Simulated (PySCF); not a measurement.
Ligand exchange on a metal centre used in film growth or etching (W Cl-F). All species are isolated molecules in the gas phase.

Computed with B3LYP-D3(BJ)/def2-TZVP // r2SCAN-D4/def2-SVP run with PySCF 2.14.0. All candidates: neutral, multiplicity 1. B3LYP has the VWN-RPA correlation part, as in Gaussian. 

```
Property           Value
-------------  ---------
HOMO           -10.37 eV
HOMO–LUMO gap    5.19 eV
LUMO            -5.18 eV
```

Question: Say which member has these values.
(A) [W(Cl)(F)5]
(B) [W(Cl)5(F)]
(C) [W(Cl)2(F)4]
(D) [W(F)6]

Answer: A, [W(Cl)(F)5]. The others give [W(Cl)2(F)4]: -9.76 eV, 4.39 eV, -5.37 eV; [W(Cl)5(F)]: -8.97 eV, 3.41 eV, -5.56 eV; [W(F)6]: -12.47 eV, 7.47 eV, -5.00 eV
